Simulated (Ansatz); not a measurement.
The molecule PH+, multiplicity 4 (an upper state: multiplicity 2 came lower at CCSD(T)/def2-TZVPP on PBE0 minima).

Seven points along R, fitted to fifth degree in 1/R; most abundant isotopes. Runs in def2 and cc sets follow the lowest solution found near the PBE0 minimum.

Correlated levels freeze the cores.

Run with Ansatz (Gaussian basis) for Hartree–Fock, density functionals and correlated methods. Each number belongs to the level named beside it.

Problem. What bond length and harmonic frequency does PBE/def2-TZVPP give?

Solution. r_e = 1.510 Å, ω_e = 1714 cm⁻¹.

Problem. What bond length and harmonic frequency does CCSD/def2-TZVPP give?

Solution. r_e = 1.478 Å, ω_e = 1893 cm⁻¹.

Problem. What bond length and harmonic frequency does CCSD(T)/def2-TZVPP give?

Solution. r_e = 1.482 Å, ω_e = 1885 cm⁻¹.

Ansatz is a quantum-chemistry and plane-wave program.
